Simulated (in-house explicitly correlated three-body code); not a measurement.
Computed with an exponentially correlated three-body code. Model: two electrons around a point charge, non-relativistic, variational in 260 exponentially correlated functions (energies converged to about 1e-7 hartree, or 1e-8 relative for large Z).

Command:
```bash
python run_hyl.py task.json out
```
Settings (lengths in bohr, energies in hartree):
```
Z                      7
screening              3.5
interaction_strength   1
functions              260
states_tried           1
```

Time taken, with all properties: 20 s on 1 thread of Arm Neoverse N1, with other jobs on the host.

**Ground state only, binding against the one-electron ion.**

Given: nuclear charge 7; Yukawa screening of all interactions 3.5 1/bohr.

Computed: one-electron threshold -7.25773407 hartree.

```csv
term,energy (hartree),binding (eV)
1 1S,-12.9712201,155.47
```

**Converged states only, values per electron or pair (inverse distances are <exp(-kr)/r>).**

| term | mean r (bohr) | mean r squared (bohr²) | mean inverse r (1/bohr) | mean r12 (bohr) | mean inverse r12 (1/bohr) | mean cosine | mean p1 dot p2 (bohr⁻²) | delta r1 (bohr⁻³) | delta r12 (bohr⁻³) |
| --- | --- | --- | --- | --- | --- | --- | --- | --- | --- |
| 1 1S | 0.27629 | 0.10745 | 3.4246 | 0.41154 | 1.4334 | -0.015092 | 0.47409 | 73.944 | 6.4905 |
